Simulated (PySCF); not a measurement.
A side-by-side comparison of computed properties.

First species: C4H8F2Si.
Cartesian coordinates in Å at the PBE0-D3(BJ)/def2-SVP level; atoms count from 1:
```xyz
15
C4H8F2Si angstrom
F     -1.2191   -1.8193    0.6777
C     -0.6461   -0.5689    0.7217
C     -1.6004    0.5016    0.2000
Si    -0.4547    1.9247   -0.3165
C      1.1550    0.8790   -0.1435
F      1.7273    1.1684    1.0938
C      0.6280   -0.5446   -0.1180
H     -0.3842   -0.3620    1.7743
H     -2.3823    0.7633    0.9268
H     -2.1018    0.1010   -0.6970
H     -0.7132    2.3890   -1.7129
H     -0.4482    3.0929    0.6091
H      1.9266    1.0207   -0.9165
H      1.3845   -1.2477    0.2642
H      0.3697   -0.8563   -1.1459
```

Second species: PhOCF2H, C7H6F2O.
Numbering: `[F:1][CH:2]([F:3])[O:4][c:5]1[cH:6][cH:7][cH:8][cH:9][cH:10]1` (hydrogens: H11 on C2; H12 on C6; H13 on C7; H14 on C8; H15 on C9; H16 on C10)

Levels: CAM-B3LYP/def2-SVPD for HOMO energy, LUMO energy, HOMO–LUMO gap and static isotropic polarisability; TDDFT CAM-B3LYP/def2-SVPD for lowest singlet excitation; TDA CAM-B3LYP/def2-SVPD for lowest triplet excitation (Tamm–Dancoff); ΔSCF CAM-B3LYP/def2-SVPD for vertical ionisation energy. Geometries: PBE0-D3(BJ)/def2-SVP. Each structure is a single optimised conformer of the isolated species, non-relativistic unless stated. Electronic properties by PySCF.

The conformers computed, where there is a choice (atom-mapped SMILES and torsion angles):
- `[F:1][CH:2]([F:3])[O:4][c:5]1[cH:6][cH:7][cH:8][cH:9][cH:10]1`: F1–C2–O4–C5 -162°, C2–O4–C5–C6 156°

The conformers of `F[C@@H]1C[SiH2][C@@H](F)C1` aren't listed.

Q: Which of the two has the higher S1 energy, and by how much?

A: The first: 7.57 eV against 5.34 eV, a difference of 2.23 eV.

Q: Which of the two has the higher static isotropic polarisability, and by how much?

A: The second: 86.0 au against 72.6 au, a difference of 13.4 au.

Q: Which of the two has the higher HOMO energy, and by how much?

A: The second: -8.42 eV against -9.81 eV, a difference of 1.39 eV.

Q: Which has the higher T1 energy?

A: The first: 7.03 eV against 4.06 eV, a difference of 2.97 eV.

Q: Which has the higher LUMO energy?

A: The first: 1.08 eV against 0.38 eV, a difference of 0.70 eV.

Q: Which of the two has the higher HOMO–LUMO gap, and by how much?

A: The first: 10.89 eV against 8.80 eV, a difference of 2.09 eV.

Q: Which has the higher vertical ionisation energy?

A: The first: 10.63 eV against 9.13 eV, a difference of 1.50 eV.

On the first: The 10 singlets span 7.57 to 8.93 eV, and their oscillator strengths add up to 0.32. The principal polarisabilities are 65.9, 72.2 and 79.8 au; their mean is the isotropic value.

On the second: The 10 singlets span 5.34 to 7.99 eV, and their oscillator strengths add up to 1.33. The ΔSCF ionisation energy exceeds −ε(HOMO) by 0.71 eV with CAM-B3LYP.
